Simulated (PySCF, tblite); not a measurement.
Compound: C4H4NOP.
Z-matrix (Å and degrees, GFN2-xTB geometry), rows numbered from 1:
```
O 
C   1  1.2149
C   2  1.4358  1  124.05
N   3  1.3660  2  119.12  1     0.02
C   4  1.3387  3  114.08  2  -179.98
C   5  1.3713  4  113.02  3    -0.01
P   3  1.7430  2  128.60  1  -179.97
H   2  1.1048  1  121.84  3   179.99
H   4  1.0111  3  119.93  2     0.00
H   5  1.0760  4  120.22  3   179.99
H   6  1.0748  5  123.52  4  -179.99
```

Method: CAM-B3LYP/def2-SVPD in PySCF (dipole) on a GFN2-xTB geometry, gas phase.

Take the most abundant isotopes and a rigid rotor. The values belong to one conformer with, in the numbering `[O:1]=[CH:2][c:3]1[nH:4][cH:5][cH:6][p:7]1`, O1–C2–C3–N4 0°.

Question: Give the principal moments of inertia and the rotational constants in MHz.

Answer: Ia = 104.03, Ib = 271.94, Ic = 375.97 u·Å²; 505379 MHz·u·Å²/I gives A = 4858, B = 1858, C = 1344 MHz.

Question: What kind of rotor is it?

Answer: An asymmetric top. Ray's parameter κ = (2B − A − C)/(A − C) = -0.707; −1 is the prolate and +1 the oblate limit.

Question: Is it planar, by Δ = Ic − Ia − Ib?

Answer: Planar: Δ = Ic − Ia − Ib = 0.00 u·Å². For a rigid frame Δ = −2 Σ m c², so it vanishes when all atoms lie in the ab plane; here none is more than 0.01 Å from it.

Question: Which lines would a microwave search look for?

Answer: The dipole components are |μa| = 2.53 D, |μb| = 1.69 D, |μc| = 0.00 D; the mirror of this Cs structure is the ab plane, so μc vanishes by symmetry and there are no c-type lines. The squared components, which scale the intensities, stand as 1.00 : 0.45 (a : b). Some lines, for components of 0.1 D or more:

| type | branch | J(Ka,Kc) | MHz | lower level (cm⁻¹) |
| --- | --- | --- | --- | --- |
| a | Q | 1(1,0) ← 1(1,1) | 514 | 0.207 |
| a | Q | 3(1,2) ← 3(1,3) | 3081 | 0.697 |
| a | R | 1(0,1) ← 0(0,0) | 3203 | 0.000 |
| b | Q | 3(1,2) ← 3(0,3) | 5057 | 0.631 |
| b | R | 4(1,3) ← 3(2,2) | 5436 | 1.075 |
| b | R | 1(1,1) ← 0(0,0) | 6202 | 0.000 |
| b | R | 3(0,3) ← 2(1,2) | 6825 | 0.403 |
| a | R | 2(1,1) ← 1(1,0) | 6919 | 0.224 |
| a | R | 3(1,3) ← 2(1,2) | 8801 | 0.403 |
| a | R | 3(1,2) ← 2(1,1) | 10339 | 0.455 |
| b | R | 3(1,3) ← 2(0,2) | 11346 | 0.318 |
| a | R | 4(1,4) ← 3(1,3) | 11673 | 0.697 |
| a | R | 4(2,2) ← 3(2,1) | 13324 | 1.085 |
| b | R | 2(2,1) ← 1(1,0) | 15918 | 0.224 |
| b | Q | 3(3,0) ← 3(2,1) | 16026 | 1.085 |
| b | R | 3(2,2) ← 2(1,1) | 18606 | 0.455 |
| b | R | 4(2,3) ← 3(1,2) | 21031 | 0.800 |
| b | Q | 4(4,0) ← 4(3,1) | 22668 | 2.052 |
| b | R | 3(3,1) ← 2(2,0) | 25866 | 0.757 |
| b | R | 4(3,2) ← 3(2,1) | 28940 | 1.085 |

Its GFN2-xTB frequencies are all real (lowest 128 cm⁻¹). Zero-point vibration and centrifugal distortion are left out. Quadrupole hyperfine structure (14N) is left out.

On one thread, Arm Neoverse V1 (aarch64), shared host with 32 logical CPUs at a one-minute load of 17, this took 27 s wall and 0.75 GiB of memory at its peak. This is the CAM-B3LYP/def2-SVPD job that gave the dipole, with the excitations it also computed.
